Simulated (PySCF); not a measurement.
## Orbital picture of LiBi⁺

HSE06 at R = 3.037 Å; PySCF, scalar-relativistic core potentials, basis sets Li aug-cc-pVDZ, Bi aug-cc-pVDZ-PP with ECP60. State: ⁴Σ⁻ (quartet), unpaired electrons σ ↑, π ↑↑. Only the outer orbitals are listed, counted within each symmetry, core potentials removing the inner ones.

```csv
spin,orbital,occ.,ε (eV),on Li (%),main shells (%)
α,5σ,1,-21.15,4,96 Bi s
α,6σ,1,-11.33,28,"72 Bi p, 15 Li s, 11 Li p"
α,3π,1,-10.44,2,98 Bi p
α,3π,1,-10.44,2,98 Bi p
α,7σ,0,-6.15,82,76 Li s
α,4π,0,-4.93,91,91 Li p
α,4π,0,-4.93,91,91 Li p
β,5σ,1,-18.85,3,97 Bi s
β,6σ,0,-8.57,38,"63 Bi p, 24 Li s, 12 Li p"
β,3π,0,-7.54,4,95 Bi p
β,3π,0,-7.54,4,95 Bi p
```

Question: Which are the highest filled and the lowest empty level, where do they sit, and how wide is the gap?

Answer: Highest filled α 3π at -10.44 eV (in %: 98 Bi p); lowest empty β 6σ at -8.57 eV (in %: 63 Bi p, 24 Li s, 12 Li p); the gap at HSE06 is 1.87 eV.

The bond order (Mayer) is 0.58 and the ⟨S²⟩ is 3.752. The charge on Li (Mulliken, basis-dependent) is 0.61. The charge on Li (Löwdin, basis-dependent) is 0.56. The dipole moment (positive dipole points towards Bi; it is taken about the centre of mass and depends on that origin) is -10.24 D.

Spin–orbit coupling is left out, which matters for elements this heavy, above all for dissociation energies. The state is the lowest determinant that a PBE0 search found; another state may lie lower at other levels.
